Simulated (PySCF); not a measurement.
Cl2MoO2, singlet, at a GFN2-xTB geometry (such geometries of metal compounds can be far from the true shape) (core potentials on Mo); CAMB3LYP/def2-SVP (PySCF).

PySCF was given this input:
```python
from pyscf import gto, scf, dft

mol = gto.M(
    atom='''
Mo    0.29866785   -0.05520649    0.09862569
O     1.45228214   -0.58789568   -0.93024970
O     0.74112633    0.18246072    1.65455405
Cl   -0.45963881    1.80184493   -0.66346917
Cl   -1.31043868   -1.47465950    0.07895660
''',
    basis='def2-svp',
    ecp={'Mo': 'def2-svp'},
    verbose=4,
)

mf = dft.RKS(mol)
mf.xc = 'camb3lyp'
mf.kernel()
mf.analyze()
```

### Question
Write the output that PySCF gives for this input, abridged.

### Answer

```
PySCF version 2.14.0

[INPUT] verbose = 4
[INPUT] num. atoms = 5
[INPUT] num. electrons = 64
[INPUT] charge = 0
[INPUT] spin (= nelec alpha-beta = 2S) = 0
[INPUT] symmetry False subgroup None
[INPUT] Mole.unit = angstrom
[INPUT] Symbol           X                Y                Z      unit          X                Y                Z       unit  Magmom
[INPUT]  1 Mo     0.298667850000  -0.055206490000   0.098625690000 AA    0.564400438713  -0.104325146399   0.186375542946 Bohr   0.0
[INPUT]  2 O      1.452282140000  -0.587895680000  -0.930249700000 AA    2.744415500197  -1.110961825015  -1.757917160459 Bohr   0.0
[INPUT]  3 O      0.741126330000   0.182460720000   1.654554050000 AA    1.400525787404   0.344800789291   3.126654012790 Bohr   0.0
[INPUT]  4 Cl    -0.459638810000   1.801844930000  -0.663469170000 AA   -0.868591467121   3.404993436636  -1.253775023392 Bohr   0.0
[INPUT]  5 Cl    -1.310438680000  -1.474659500000   0.078956600000 AA   -2.476370208237  -2.786702581988   0.149206349727 Bohr   0.0

nuclear repulsion = 339.863451950159
number of shells = 39
number of NR pGTOs = 177
number of NR cGTOs = 95
basis = def2-svp
ecp = {'Mo': 'def2-svp'}

******** <class 'pyscf.dft.rks.RKS'> ********
method = RKS
initial guess = minao
damping factor = 0
level_shift factor = 0
DIIS = <class 'pyscf.scf.diis.CDIIS'>
diis_start_cycle = 1
diis_space = 8
diis_damp = 0
SCF conv_tol = 1e-09
SCF conv_tol_grad = None
SCF max_cycles = 50
direct_scf = True
direct_scf_tol = 1e-13
XC library pyscf.dft.libxc version 7.1.2
    S. Lehtola, C. Steigemann, M. J. T. Oliveira, and M. A. L. Marques,  SoftwareX 7, 1–5 (2018)
XC functionals = camb3lyp
    T. Yanai, D. P. Tew, and N. C. Handy,  Chem. Phys. Lett. 393, 51 (2004)
radial grids:
    Treutler-Ahlrichs [JCP 102, 346 (1995); DOI:10.1063/1.469408] (M4) radial grids

becke partition: Becke, JCP 88, 2547 (1988); DOI:10.1063/1.454033
pruning grids: <function nwchem_prune>
grids dens level: 3
symmetrized grids: False
atomic radii adjust function: <function treutler_atomic_radii_adjust>
small_rho_cutoff = 0
Set gradient conv threshold to 3.16228e-05
Initial guess from minao.
tot grids = 88368
init E= -1131.1351244972
  HOMO = -0.604886470897574  LUMO = -0.360426235031397  gap/eV = 6.65210
cycle= 1 E= -1138.34728153523  delta_E= -7.21  |g|= 1.41  |ddm|= 3.45
  HOMO = -0.192361862782882  LUMO = -0.126165968255108  gap/eV = 1.80128
cycle= 2 E= -1134.97639105599  delta_E= 3.37  |g|= 4.34  |ddm|= 3.41
  HOMO = -0.376082494852137  LUMO = -0.0638876280789712  gap/eV = 8.49526
cycle= 3 E= -1138.71861085332  delta_E= -3.74  |g|= 0.22  |ddm|= 2.74
  HOMO = -0.422554700208778  LUMO = -0.110634090240134  gap/eV = 8.48779
cycle= 4 E= -1138.72822794904  delta_E= -0.00962  |g|= 0.0762  |ddm|= 0.34
  HOMO = -0.409095833076689  LUMO = -0.09103275236117  gap/eV = 8.65494
cycle= 5 E= -1138.72943553506  delta_E= -0.00121  |g|= 0.0294  |ddm|= 0.0955
  HOMO = -0.412752483730947  LUMO = -0.0928707476272674  gap/eV = 8.70443
cycle= 6 E= -1138.72965987152  delta_E= -0.000224  |g|= 0.00577  |ddm|= 0.0335
  HOMO = -0.413140780749938  LUMO = -0.0925084531203226  gap/eV = 8.72485
cycle= 7 E= -1138.72966922798  delta_E= -9.36e-06  |g|= 0.00181  |ddm|= 0.0067
  HOMO = -0.41346311281398  LUMO = -0.0927310632627801  gap/eV = 8.72756
cycle= 8 E= -1138.72967056686  delta_E= -1.34e-06  |g|= 0.000398  |ddm|= 0.00315
  HOMO = -0.413461751442163  LUMO = -0.0927279094618566  gap/eV = 8.72761
cycle= 9 E= -1138.72967071655  delta_E= -1.5e-07  |g|= 0.000129  |ddm|= 0.00121
  HOMO = -0.413450096901655  LUMO = -0.0927231075268679  gap/eV = 8.72743
cycle= 10 E= -1138.72967072407  delta_E= -7.52e-09  |g|= 0.000168  |ddm|= 0.000337
  HOMO = -0.413449154778238  LUMO = -0.0927212090631869  gap/eV = 8.72745
cycle= 11 E= -1138.7296707299  delta_E= -5.83e-09  |g|= 5.19e-05  |ddm|= 0.000146
  HOMO = -0.413452914615171  LUMO = -0.0927208538511474  gap/eV = 8.72756
cycle= 12 E= -1138.72967073078  delta_E= -8.78e-10  |g|= 1.01e-05  |ddm|= 7.46e-05
  HOMO = -0.413450619118822  LUMO = -0.0927207504913386  gap/eV = 8.72750
Extra cycle  E= -1138.7296707308  delta_E= -2.05e-11  |g|= 1.62e-05  |ddm|= 2.44e-05
converged SCF energy = -1138.7296707308
**** SCF Summaries ****
Total Energy =                       -1138.729670730797807
Nuclear Repulsion Energy =             339.863451950159288
One-electron Energy =                -2269.334956444977706
Two-electron Energy =                  790.741833764020498
Two-electron Coulomb Energy =          872.195194165987573
DFT Exchange-Correlation Energy =      -81.453360401967075
HOMO-LUMO gap [eV] =                     8.727504263366347
**** MO energy ****
MO #1   energy= -101.613553685064  occ= 2
MO #2   energy= -101.613528394674  occ= 2
MO #3   energy= -19.2672466234818  occ= 2
MO #4   energy= -19.2672448241486  occ= 2
MO #5   energy= -9.57188674707803  occ= 2
MO #6   energy= -9.57187188545423  occ= 2
MO #7   energy= -7.33782404658576  occ= 2
MO #8   energy= -7.33781969143062  occ= 2
MO #9   energy= -7.33416988354769  occ= 2
MO #10  energy= -7.33416221858077  occ= 2
MO #11  energy= -7.33270149215546  occ= 2
MO #12  energy= -7.33270061701806  occ= 2
MO #13  energy= -2.80980275764645  occ= 2
MO #14  energy= -1.82798519200548  occ= 2
MO #15  energy= -1.81034424694559  occ= 2
MO #16  energy= -1.79926774614069  occ= 2
MO #17  energy= -1.0340206398824   occ= 2
MO #18  energy= -1.00670563372114  occ= 2
MO #19  energy= -0.938918140244084 occ= 2
MO #20  energy= -0.932521498515778 occ= 2
MO #21  energy= -0.55595405489838  occ= 2
MO #22  energy= -0.542821048540608 occ= 2
MO #23  energy= -0.541270481868585 occ= 2
MO #24  energy= -0.530606110135134 occ= 2
MO #25  energy= -0.51456604641949  occ= 2
MO #26  energy= -0.483390675409945 occ= 2
MO #27  energy= -0.450722283469018 occ= 2
MO #28  energy= -0.433782037766147 occ= 2
MO #29  energy= -0.433037594106299 occ= 2
MO #30  energy= -0.417745473205009 occ= 2
MO #31  energy= -0.414697514509164 occ= 2
MO #32  energy= -0.413450619118822 occ= 2
MO #33  energy= -0.0927207504913386 occ= 0
MO #34  energy= -0.0430210374478455 occ= 0
MO #35  energy= -0.0396304010239614 occ= 0
MO #36  energy= 0.0204184575338249 occ= 0
MO #37  energy= 0.0378806153184674 occ= 0
MO #38  energy= 0.0439981826636773 occ= 0
MO #39  energy= 0.076359576066644  occ= 0
MO #40  energy= 0.0803209218887162 occ= 0
Dipole moment(X, Y, Z, Debye): -1.14029,  0.21078, -0.37652
```
